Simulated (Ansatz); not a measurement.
C3H7GaO can be A, `[CH3][Ga]([CH3])[CH]=O`, or B, `C=[C]([GaH2])OC`.

Program: Ansatz. Geometries: PBE0-D4/def2-TZVP. ΔE: electronic, gas phase. CCSD(T)/CBS adds triple-zeta CCSD(T) − MP2 to the extrapolated MP2 energy (def2 sets, frozen cores). DFT in def2-TZVPP. B3LYP here is the variant with VWN-RPA as its local correlation; programs differ in this. For Ga outer-core shells are correlated without core-valence functions, which leaves a few kJ/mol of doubt a bond. Scalar relativity is left out up to krypton. Each species was taken in one conformer, which may not be the lowest.

A:

```xyz
12

C     0.260   -0.261   -1.896
Ga   -0.115    0.071    0.008
C     1.162    0.837    1.295
C    -1.852   -0.658    0.750
O    -1.770   -1.805    1.137
H     1.282    0.006   -2.169
H    -0.429    0.308   -2.526
H     0.101   -1.319   -2.122
H     1.269    0.167    2.151
H     2.144    1.005    0.852
H     0.787    1.790    1.679
H    -2.840   -0.141    0.840
```

B:

```xyz
12

C     0.552   -0.826    0.906
C    -0.092   -0.373   -0.179
Ga   -0.807   -1.645   -1.495
O    -0.304    0.935   -0.466
C     0.194    1.885    0.448
H     0.665   -1.895    1.037
H     0.975   -0.192    1.678
H    -0.574   -3.166   -1.189
H    -1.564   -1.151   -2.773
H    -0.069    2.864    0.052
H     1.283    1.808    0.543
H    -0.259    1.756    1.438
```

Task: Which isomer does CCSD(T)/CBS put lower? Give the gap. (Best estimate.)

Result: Computed: A, by 99.3 kJ/mol.

Task: Give E(B) − E(A) in kJ/mol with HF/def2-TZVPP, PBE0-D4, CCSD(T)/def2-TZVPP, CCSD/def2-TZVPP, B3LYP-D4, r2SCAN-D4, B2PLYP. (An estimate is asked.)

Result: The calculation gave: HF/def2-TZVPP 86.8, PBE0-D4 92.4, CCSD(T)/def2-TZVPP 98.5, CCSD/def2-TZVPP 99.0, B3LYP-D4 91.0, r2SCAN-D4 93.4, B2PLYP 98.4. None reverses the order clearly.

Largest T1 diagnostic: 0.014.

The D4 term adds −4.7 kJ/mol with B3LYP and −2.2 kJ/mol with PBE0; it sums over pairs of atoms, weighted by their polarisabilities, and B3LYP, whose exchange is more repulsive, gets the larger term. From PBE to PBE0 (25 % exact exchange), in def2-TZVPP and without D4, E(B) − E(A) moves by −3.7 kJ/mol.
